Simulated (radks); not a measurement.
Valence configurations of O III (all share [He]). Calculated with a radial shooting solver on a logarithmic mesh with Libxc functionals: Dirac Kohn-Sham, BLYP, spin-unpolarised, spherical densities, finite nucleus; open shells are shared between the two j in proportion to 2j + 1; Fermi nuclear charge, rms radius 2.6991 fm. Energies are relative to 2s2 2p2; eigenvalues in eV.

| valence | E (eV) | e(2p1/2) | e(2p3/2) | e(2s1/2) |
|---|---|---|---|---|
| 2s2 2p2 | 0.000 | -43.318 | -43.265 | -58.227 |
| 2s1 2p3 | 14.980 | -42.987 | -42.935 | -57.970 |
| 2s1.5 2p2.5 | 7.481 | -43.147 | -43.094 | -58.092 |
| 2p4 | 30.035 | -42.702 | -42.650 | - |
| 2s0.5 2p3.5 | 22.498 | -42.839 | -42.787 | -57.859 |

NIST lists [He] 2s2 2p2 as the ground configuration; this level of theory agrees among the configurations tried. The energies are those of spherical spin-averaged densities, not of single terms.
